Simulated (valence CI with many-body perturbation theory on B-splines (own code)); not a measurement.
# Level structure of Nd⁵³⁺

Calculated by configuration interaction combined with many-body perturbation theory (CI+MBPT): five valence electrons over a frozen Dirac-Fock core [He], a basis of 11 s, 11 p, 10 d, 8 f, 5 g, 2 h functions for each j, with the one-electron correlation potential Σ1 (screened to all orders), the two-electron term Σ2, the three-electron term Σ3, Breit, model QED; selected single and double excitations, second order for the rest, scaled by the run's own slope (own B-spline code, finite nucleus).

The last digits are not significant, and no measured levels were compared; by estimate large intervals hold to a few tenths of a per cent, small ones and those within an open d or f shell to about a per cent. Among the levels kept, up to 7300 cm⁻¹ of a level comes from second order outside the variational space, and about a tenth of that is noise between levels of different J, which matters for small intervals.

Levels 136 to 180 of 197, with energies above the lowest level, (2s^2 2p1/2^2 2p3/2) J=3/2. "Leading %" is the weight of the configuration and term that name the level; weights of strongly mixed levels are sums over their largest components and can fall short, so below about 35 % the name and the second component can differ from the true leading terms, or belong to a minority configuration. In the jj column 3d3/2^4 stands for four electrons in 3d with j = 3/2. Lifetimes count E1, E2, E3, M1 and M2 decay at the calculated energies, and are blank where another channel may lead or the interval is too uncertain; long ones can be off by a factor of two.

```
No.  Configuration  Term     J  E (× 10³ cm⁻¹)  Leading %  Lifetime                      Leading jj      g
136      2s.2p3.3p    4P   3/2           58999         32   13.6 fs   2s 2p1/2 2p3/2^2 3p3/2 (99 %)  1.401
137      2s.2p3.3d   4G°   7/2           59015         34   4.35 fs   2s 2p1/2 2p3/2^2 3d3/2 (92 %)  1.230
138      2s.2p3.3p    4P   5/2           59021         37   9.69 fs   2s 2p1/2 2p3/2^2 3p3/2 (78 %)  1.361
139      2s.2p3.3p    2P   1/2           59109         71   66.5 fs   2s 2p1/2 2p3/2^2 3p3/2 (98 %)  0.734
140      2s.2p3.3p    4P   3/2           59140         35   13.8 fs   2s 2p1/2 2p3/2^2 3p3/2 (96 %)  1.337
141      2s.2p3.3p    2F   7/2           59171         79   7.37 fs   2s 2p1/2 2p3/2^2 3p3/2 (99 %)  1.172
142      2s.2p3.3p    2P   1/2           59183         37   4.97 fs   2s 2p1/2 2p3/2^2 3p3/2 (86 %)  1.399
143      2s.2p3.3d   4G°   9/2           59205         53   2.37 ps   2s 2p1/2 2p3/2^2 3d5/2 (84 %)  1.317
144      2s.2p3.3p    2D   5/2           59213         43   45.1 fs   2s 2p1/2 2p3/2^2 3p3/2 (98 %)  1.267
145      2s.2p3.3p    2D   3/2           59246         17   11.2 fs   2s 2p1/2 2p3/2^2 3p3/2 (84 %)  1.232
146      2s.2p3.3d   4D°   7/2           59254         51   40.6 fs   2s 2p1/2 2p3/2^2 3d5/2 (93 %)  1.333
147      2s.2p3.3p    2D   5/2           59260         39   90.5 fs   2s 2p1/2 2p3/2^2 3p3/2 (84 %)  1.286
148      2s.2p3.3d   2G°   9/2           59265         48    586 fs   2s 2p1/2 2p3/2^2 3d3/2 (82 %)  1.200
149         2p4.3s    2P   3/2           59315         29   9.47 fs       2p1/2^2 2p3/2^2 3s (51 %)  1.211
150      2s.2p3.3d   4F°   7/2           59316         42   1.91 fs   2s 2p1/2 2p3/2^2 3d3/2 (93 %)  1.272
151      2s.2p3.3d   4P°   5/2           59322         38   1.46 fs   2s 2p1/2 2p3/2^2 3d3/2 (90 %)  1.377
152         2p4.3s    4P   5/2           59337         40   15.4 fs       2p1/2^2 2p3/2^2 3s (56 %)  1.378
153      2s.2p3.3d   4P°   3/2           59355         35   1.11 fs   2s 2p1/2 2p3/2^2 3d3/2 (92 %)  1.591
154      2s.2p3.3d   4D°   1/2           59400         62   3.55 fs   2s 2p1/2 2p3/2^2 3d5/2 (91 %)  0.699
155      2s.2p3.3p    2P   1/2           59407         62   16.9 fs   2s 2p1/2 2p3/2^2 3p3/2 (98 %)  1.344
156      2s.2p3.3p    2D   3/2           59478         34   11.7 fs   2s 2p1/2 2p3/2^2 3p3/2 (75 %)  1.088
157      2s.2p3.3d   4D°   3/2           59489         37   1.88 fs   2s 2p1/2 2p3/2^2 3d5/2 (78 %)  1.160
158      2s.2p3.3d   4D°   5/2           59491         57   1.48 fs   2s 2p1/2 2p3/2^2 3d5/2 (87 %)  1.255
159      2s.2p3.3d   4G°  11/2           59530        100   2.72 ps  2s 2p1/2 2p3/2^2 3d5/2 (100 %)  1.255
160      2s.2p3.3d   4F°   9/2           59555         62    690 fs   2s 2p1/2 2p3/2^2 3d5/2 (97 %)  1.233
161      2s.2p3.3d   4F°   3/2           59647         56   3.27 fs   2s 2p1/2 2p3/2^2 3d3/2 (81 %)  0.699
162      2s.2p3.3d   2S°   1/2           59666         49   2.98 fs   2s 2p1/2 2p3/2^2 3d5/2 (86 %)  1.681
163         2p4.3s    2S   1/2           59727         53   14.1 fs       2p1/2^2 2p3/2^2 3s (84 %)  1.924
164      2s.2p3.3d   2G°   7/2           59729         38   3.46 fs   2s 2p1/2 2p3/2^2 3d5/2 (65 %)  1.088
165      2s.2p3.3d   2F°   5/2           59734         27   5.38 fs   2s 2p1/2 2p3/2^2 3d3/2 (68 %)  1.034
166      2s.2p3.3d   2P°   3/2           59738         38   2.94 fs   2s 2p1/2 2p3/2^2 3d3/2 (49 %)  1.172
167      2s.2p3.3d   4D°   1/2           59769         51   2.66 fs   2s 2p1/2 2p3/2^2 3d3/2 (89 %)  0.545
168      2s.2p3.3d   2D°   3/2           59789         37   2.96 fs   2s 2p1/2 2p3/2^2 3d3/2 (54 %)  1.090
169         2p4.3p   2D°   5/2           59804         18   2.01 fs    2p1/2^2 2p3/2^2 3p1/2 (64 %)  1.152
170      2s.2p3.3d   2D°   5/2           59810         28   2.95 fs   2s 2p1/2 2p3/2^2 3d3/2 (60 %)  1.089
171         2p4.3p   4P°   3/2           59835         25   4.34 fs    2p1/2^2 2p3/2^2 3p1/2 (79 %)  1.387
172      2s.2p3.3d   2G°   7/2           59848         44   5.26 fs   2s 2p1/2 2p3/2^2 3d3/2 (70 %)  1.031
173      2s.2p3.3d   2D°   5/2           59901         32   2.31 fs   2s 2p1/2 2p3/2^2 3d3/2 (53 %)  1.075
174      2s.2p3.3d   2P°   1/2           59951         43   1.11 fs   2s 2p1/2 2p3/2^2 3d3/2 (80 %)  0.505
175      2s.2p3.3d   2P°   3/2           59959         36   1.50 fs   2s 2p1/2 2p3/2^2 3d3/2 (78 %)  1.227
176      2s.2p3.3d   2F°   5/2           59986         20   4.89 fs   2s 2p1/2 2p3/2^2 3d5/2 (48 %)  1.190
177      2s.2p3.3d   2D°   3/2           60009         37   1.59 fs   2s 2p1/2 2p3/2^2 3d3/2 (90 %)  1.082
178      2s.2p3.3d   2D°   5/2           60027         29   2.41 fs   2s 2p1/2 2p3/2^2 3d3/2 (47 %)  1.197
179      2s.2p3.3d   2P°   1/2           60044         51   1.16 fs   2s 2p1/2 2p3/2^2 3d3/2 (89 %)  1.142
180      2s.2p3.3d   4D°   7/2           60074         52   19.8 fs   2s 2p1/2 2p3/2^2 3d5/2 (98 %)  1.233
```

Where two levels of one J and parity lie close, their mixing, g and order are uncertain.
